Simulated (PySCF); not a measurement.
**How methods differ on the interval between two levels of I³⁺**

I³⁺ [Kr] 4d10 5s2 5p2 [3P2, M_J = 2] → I³⁺ [Kr] 4d10 5s1 5p3 [5S2, M_J = 2], as a difference of total energies. All numbers are calculated (PySCF 2.14, the two-component X2C-1e Hamiltonian, in x2c-TZVPall-2c). Correlated levels: [Ar] 3d10 frozen; the 6 highest virtual spinors dropped. "Screened" scales the spin-orbit matrix elements by Boettger's factors to mimic the two-electron term; Breit and QED terms are absent.

```tsv
method	interval between two levels (cm⁻¹)
GHF (spin-free)	53548
GMP2 (spin-free)	68164
GHF (screened spin-orbit)	51332
GMP2 (screened spin-orbit)	65594
```

The labels give the starting determinants; with spin-orbit coupling the two ends relaxed to ⟨J²⟩ = 6.01, ⟨L²⟩ = 2.90, ⟨S²⟩ = 1.59 and ⟨J²⟩ = 6.00, ⟨L²⟩ = 0.06, ⟨S²⟩ = 5.94.
